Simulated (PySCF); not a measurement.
All of these have the formula C5H9NOSi. Method used: TDDFT B3LYP/def2-SVPD, vertical, gas phase, core orbitals frozen in the response in PySCF. Geometries: GFN2-xTB; one conformer of each isolated species. Triplets are in the Tamm–Dancoff approximation.

A. `CO[C@@H]1C[C@]1([SiH3])C#N`
B. `C=C[C@H](C#N)CO[SiH3]`
C. `C=CC[C@@H](C#N)O[SiH3]`
D. `C[Si](C)(C=O)CC#N`

Lowest singlet levels (six at most, fewer where fewer were computed) with oscillator strengths:

1. 6.44 eV (f 0.058); 6.91 eV (f 0.002); 7.07 eV (f 0.061); 7.23 eV (f 0.015); 7.38 eV (f 0.114); 7.42 eV (f 0.123); T1 4.53 eV
2. 3.14 eV (f 0.001); 5.81 eV (f 0.055); 6.07 eV (f 0.009); 6.12 eV (f 0.013); 6.50 eV (f 0.001); 6.55 eV (f 0.003); T1 2.46 eV
3. 6.78 eV (f 0.005); 6.98 eV (f 0.003); 7.02 eV (f 0.056); 7.15 eV (f 0.167); 7.25 eV (f 0.038); 7.36 eV (f 0.033); T1 4.53 eV
4. 6.40 eV (f 0.012); 6.75 eV (f 0.005); 6.90 eV (f 0.055); 7.15 eV (f 0.015); 7.19 eV (f 0.010); 7.25 eV (f 0.016); T1 5.93 eV

**Question.** Match each spectrum to its molecule.

**Answer.** 1 = C, 2 = D, 3 = B, 4 = A.
- A: S1 at 6.40 eV, HOMO→LUMO (90%); Löwdin shares by element: HOMO oxygen 37%, carbon 26% or more, nitrogen 10% (atoms not listed hold the other 28%); LUMO silicon 33%, hydrogen 25% or more (atoms not listed hold the other 41%); HOMO -7.54 and LUMO -0.23 eV.
- B: S1 at 6.78 eV, HOMO-1→LUMO (64%), HOMO-1→LUMO+1 (29%); Löwdin shares by element: HOMO carbon 80% or more (atoms not listed hold the other 20%); LUMO carbon 63% or more, nitrogen 7% (atoms not listed hold the other 30%); HOMO -7.99 and LUMO -0.71 eV.
- C: S1 at 6.44 eV, HOMO→LUMO (83%), HOMO→LUMO+1 (12%); Löwdin shares by element: HOMO carbon 79% or more (atoms not listed hold the other 21%); LUMO carbon 26% or more, silicon 16%, nitrogen 9% (atoms not listed hold the other 50%); HOMO -7.78 and LUMO -0.78 eV.
- D: S1 at 3.14 eV, HOMO→LUMO (99%); Löwdin shares by element: HOMO oxygen 50%, carbon 21% or more, silicon 10%, hydrogen 10% or more; LUMO carbon 40% or more, oxygen 34%, silicon 9%, hydrogen 6% or more; HOMO -7.02 and LUMO -2.17 eV.
A and C have S1 within 0.04 eV of each other; their strongest listed levels stand at 6.90 eV (f 0.055) and 7.42 eV (f 0.123).
